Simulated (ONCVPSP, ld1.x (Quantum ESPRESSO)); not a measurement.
Potentials for carbon (C) compared

Generated with ld1.x 7.5 (TM, RRKJ, ultrasoft, PAW), atompaw 4.2 or ONCVPSP 4.0.1. The cutoff is in Ry: for ld1.x and atompaw files where the sum of valence levels is converged to 10 mRy in a Bessel basis, for ONCV files where the hardest occupied wave has 1 mHa per electron of residual kinetic energy. The error is the largest all-electron minus pseudo excitation energy over each file’s own four to seven test configurations (ionisations up to +4, promotions, holes and added fractions of an electron), all of which were solved. The labels leave out finer settings (local radius, basis sizes, second energies), which also bear on the numbers. Spin-polarised tests are not counted. The rows are a selection from randomly drawn settings: files with unsolved tests, undetermined cutoffs or missed reference levels are left out.

A true bound ghost makes a file unfit for plane-wave use even where its test errors are small: the radial tests pick states by their node count and pass the ghost by.

| potential | cutoff (Ry) | largest error (meV) | bound ghosts |
| --- | --- | --- | --- |
| ONCV, PBE, scalar-relativistic, rc 1.15/1.05/1.20 (spd), local p, core correction no, reference 2s2, qcut 7.3/7.8/8.5, projectors 2/0/2 | 44 | -558 | s |
| ONCV, PBEsol, scalar-relativistic, rc 1.30/1.70 (sp), local smoothed, core correction yes, reference 2s2 2p2, qcut 4.1/6.5, projectors 3/2 | 105 | +332 | none |
| PAW, PBE, scalar-relativistic, rc 1.15/2.50/2.35 (spd), local smoothed, core correction yes, reference 2s2 2p1 | 18 | -13 | none |
| ultrasoft, Wu–Cohen, scalar-relativistic, rc 1.35/3.25 (sp), local smoothed, core correction yes, reference 2s1.75 2p2.25 | 8 | +60 | none |
| ultrasoft, LDA (PZ), scalar-relativistic, rc 1.50/2.20 (sp), local smoothed, core correction yes, reference 2s2 2p2 | 15 | +101 | none |
| ONCV, BLYP, scalar-relativistic, rc 1.20/2.65 (sp), local smoothed, core correction yes, reference 2s1.75 2p2.25, qcut 7/5.4, projectors 2/1 | 38 | +988 | none |
| ONCV, PBE, scalar-relativistic, rc 1.05/2.85/2.70 (spd), local smoothed, core correction yes, reference 2s2 2p2, qcut 7/5.1/3.9, projectors 2/1/2 | 39 | +1970 | none |
| ONCV, PBE, scalar-relativistic, rc 0.85/2.40 (sp), local smoothed, core correction yes, reference 2s1.5 2p2.5, qcut 6/6.6, projectors 1/2 | 39 | +569 | none |

Task: Fill in the row for C: ONCV, PBEsol, scalar-relativistic, rc 0.95/2.80/3.00 (spd), local s, core correction yes, reference 2s2 2p2, qcut 8.6/5.3/3.4, projectors 0/2/2.

Result: cutoff 41 Ry, largest error +1812 meV, bound ghosts: none.
